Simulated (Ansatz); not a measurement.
Relaxation of C2H6AlO (10 atoms, charge 1, multiplicity 1), to a largest force component of 0.015 eV/Å in at most 40 steps.

Theory: Ansatz, RKS PBE/def2-SVP.

```xyz
10
Properties=species:S:1:pos:R:3
C -0.763 -0.132 -1.187
C 0.107 -0.449 -0.065
O 0.556 -1.637 0.014
Al 0.552 1.052 1.328
H -0.335 0.727 -1.724
H -1.707 0.269 -0.791
H -0.944 -0.968 -1.863
H 1.140 -1.823 0.782
H -0.086 2.412 1.057
H 1.479 0.549 2.450
```

Q: Where does it end, and by what steps?

A: The forces met the threshold. Limits of this set-up: the dipole of an ion depends on the origin. After 7 steps the energy has fallen by 0.101 eV; H10 moved furthest, 0.24 Å.

| step | energy less start (eV) | largest force component (eV/Å) | accepted |
| --- | --- | --- | --- |
| 0 | 0.0000 | 1.121 | yes |
| 1 | -0.0841 | 0.548 | yes |
| 2 | -0.0943 | 0.086 | yes |
| 3 | -0.0973 | 0.046 | yes |
| 4 | -0.0999 | 0.031 | yes |
| 5 | -0.0927 | 0.233 | no |
| 6 | -0.1006 | 0.015 | yes |
| 7 | -0.1007 | 0.003 | yes |

```xyz
10
Properties=species:S:1:pos:R:3
C -0.782 -0.169 -1.234
C 0.078 -0.368 -0.066
O 0.558 -1.560 0.056
Al 0.578 1.083 1.382
H -0.379 0.686 -1.829
H -1.768 0.222 -0.885
H -0.910 -1.070 -1.864
H 1.136 -1.661 0.856
H -0.037 2.520 1.182
H 1.526 0.318 2.402
```

Whether the end is a true minimum wasn't checked by a vibrational analysis.

The run took 28 s on 1 thread of Intel(R) Xeon(R) Processor @ 2.70GHz, on a shared host, peak memory 0.14 GiB.
